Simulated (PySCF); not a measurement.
A calculated (B3LYP, PySCF 2.14, aug-cc-pVDZ-DK, scalar relativity by spin-free X2C-1e) atom or ion has these occupied shells.

| shell | electrons | orbital energy (eV) | rms radius, mean of both spins (bohr) |
| --- | --- | --- | --- |
| 1s β | 1 | -5401.5 | 0.0768 |
| 1s α | 1 | -5401.5 | 0.0768 |
| 2s α | 1 | -621.58 | 0.334 |
| 2s β | 1 | -620.60 | 0.334 |
| 2p α | 3 | -520.03 | 0.303 |
| 2p β | 3 | -519.17 | 0.303 |
| 3s α | 1 | -82.613 | 1.02 |
| 3s β | 1 | -79.513 | 1.02 |
| 3p α | 3 | -55.334 | 1.11 |
| 3p β | 3 | -52.005 | 1.11 |
| 3d α | 3 | -15.397 | 1.51 |
| 4s β | 1 | -11.527 | 3.32 |

Question: Name the element and its charge.

Answer: V⁺ (vanadium, charge +1), in [Ar] 3d3 4s1, 4s spin antiparallel (an excited configuration).
